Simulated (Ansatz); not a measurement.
`C[CH2][Al]([CH3])[CH3]`. Charge 0, multiplicity 1.

Cartesian coordinates in Å:
```
C 0.3538 1.9414 1.2583
C -0.4939 0.6721 1.1912
Al -0.1444 -0.5490 -0.3101
C -1.1105 -2.2503 -0.4119
C 1.1690 -0.0533 -1.6767
H 0.0932 2.5753 2.1120
H 0.2390 2.5518 0.3580
H 1.4196 1.7110 1.3439
H -1.5615 0.9328 1.1593
H -0.3911 0.0975 2.1224
H -1.2787 -2.5742 -1.4431
H -0.5250 -3.0429 0.0708
H -2.0771 -2.2201 0.0987
H 0.8019 0.7927 -2.2703
H 1.3944 -0.8649 -2.3731
H 2.1114 0.2798 -1.2293
```

Problem. What are the harmonic wavenumbers in cm⁻¹ at PBE0-D4/def2-TZVP (Ansatz, finite differences of forces, unscaled)? (Best estimate.)

Solution. Computed: 16, 33, 37, 104, 145, 165, 223, 276, 505, 521, 544, 614, 627, 685, 700, 748, 920, 959, 1040, 1214, 1216, 1221, 1250, 1406, 1433, 1438, 1440, 1442, 1445, 1489, 1501, 3008, 3028, 3029, 3031, 3039, 3091, 3097, 3099, 3103, 3124, 3125.

Problem. Is this a minimum?

Solution. Yes, all 42 modes are real.

Problem. Give the ideal-gas thermochemistry at 298.15 K and 1 bar (rigid rotor, harmonic oscillator; point group C1, symmetry number 1).

Solution. Zero-point energy 353.7 kJ/mol; H(298) − E = 382.2 kJ/mol; entropy 422.1 J/(mol·K), of which translation 164.4, rotation 114.0, vibration 143.7; G(298) − E = 256.4 kJ/mol. Modes under 100 cm⁻¹ are hindered rotations or soft bends, so the harmonic entropy is rough.

Problem. Rotational constants (cm⁻¹)?

Solution. 0.1604, 0.07873, 0.05494.
